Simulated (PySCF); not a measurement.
trifluoromethanesulfonic acid, CHF3O3S, SMILES O=S(=O)(O)C(F)(F)F, point group C1.

Force field and properties: PBE0/pcSseg-1 (PySCF, grid level 2). Vibrational terms come from second-order perturbation theory with semi-diagonal cubic constants, by steps of ±0.6 along the normal coordinates of each isotopologue. The parent has the commonest isotopes.

Equilibrium geometry (Å):

```tsv
atom	x	y	z
O1	-0.9949	1.5844	-0.7572
S2	-0.7547	0.4060	0.0362
O3	-1.2408	0.2075	1.3872
O4	-1.1752	-0.8737	-0.8631
C5	1.0855	0.1264	0.0755
F6	1.5848	0.2178	-1.1414
F7	1.6367	1.0373	0.8562
F8	1.3275	-1.0828	0.5651
H9	-1.4146	-1.5989	-0.2593
```

(1) Give the equilibrium and ground-state rotational constants (MHz) of parent; ²H at 9.

(2) How is the parent's vibrational correction B0 − Be made up?

(3) And its quartic centrifugal distortion constants from the harmonic force field?

A mode lies under 250 cm⁻¹, where this perturbation treatment is rough. Internal rotors are held in one well.

Answers

(1) 
```tsv
species	Ae	Be	Ce	A0	B0	C0	Δ0 (u Å²)	harmonic ZPE (cm⁻¹)
parent	2609.4	1561.9	1550.6	2596.4	1551.6	1541.3	-192.476	8584
²H at 9	2560.3	1549.5	1526.6	2548.3	1539.5	1516.3	-193.299	7876
```

Δ0 = Ic − Ia − Ib from the ground-state constants.

(2) 
```csv
axis,harmonic,Coriolis,cubic,total (MHz)
a,1.67,-4.05,-10.7,-13
b,0.972,-0.768,-10.5,-10.3
c,0.946,-0.873,-9.29,-9.22
```

(3) Asymmetric top, A reduction, Ir representation: ΔJ = 0.135 kHz, ΔJK = 0.0631 kHz, ΔK = -0.0685 kHz, δJ = 0.00096 kHz, δK = 0.0735 kHz.
